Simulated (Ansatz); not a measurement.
Harmonic frequencies (cm⁻¹) at PBE0-D4/def2-TZVP from Ansatz: 71, 194, 230, 538, 585, 1140, 1178, 1198, 1475, 1488, 1498, 1773, 2999, 3061, 3073.

Task: Which molecule is it?
A. `[CH3][Ga][OH]`•
B. `C[O][Al][SH]`•
C. `C[O][GaH]`•
D. `F[SiH][SiH2]Cl`•

Result: C.
